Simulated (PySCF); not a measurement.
Excitation energy of Ti⁺ by level of theory

Ti⁺ [Ar] 3d2 4s1 (4F) → Ti⁺ [Ar] 3d3 (4F), as a difference of total energies. All numbers are calculated (PySCF 2.14, the spin-free X2C one-electron Hamiltonian (Gaussian nucleus), in x2c-TZVPPall (6s5p4d2f1g, 64 functions)). Correlated levels: valence and next inner shell: [Ne] frozen. The calculations carry no spin-orbit coupling.

```csv
method,excitation energy (cm⁻¹),error (cm⁻¹)
UHF,5310.9,+4450.6
MP2 (valence and next inner shell),1298.2,+437.9
SCS-MP2 (valence and next inner shell),2760.1,+1899.8
CCSD (valence and next inner shell),2392.4,+1532.1
CCSD(T) (valence and next inner shell),2334.3,+1474.0
```

Reference: 860.27 cm⁻¹ (measured; NIST levels, between the centres of gravity of the two terms).

Errors of the correlated levels include the incompleteness of this basis and the frozen core.
